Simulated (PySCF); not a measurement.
# How methods differ on the excitation energy of C⁺

C⁺ [He] 2s2 2p1 (2P) → C⁺ [He] 2s2 3s1 (2S), as a difference of total energies. Calculation: PySCF 2.14, in aug-cc-pVDZ-DK; the spin-free X2C one-electron Hamiltonian (Gaussian nucleus). Correlated levels: valence: 1s2 frozen. The calculations carry no spin-orbit coupling.

```tsv
method	excitation energy (eV)	error (eV)
UHF	14.434	-0.010
MP2 (valence)	14.271	-0.173
SCS-MP2 (valence)	14.246	-0.198
CCSD (valence)	14.392	-0.052
CCSD(T) (valence)	14.342	-0.102
CCSDT (valence)	14.335	-0.109
```

Reference: 14.444 eV (measured; NIST levels, between the centres of gravity of the two terms).

Errors of the correlated levels include the incompleteness of this basis and the frozen core.

The coupled-cluster amplitudes are large for the upper state (T1 above 0.03 or a double amplitude above 0.15), so a single reference is strained.
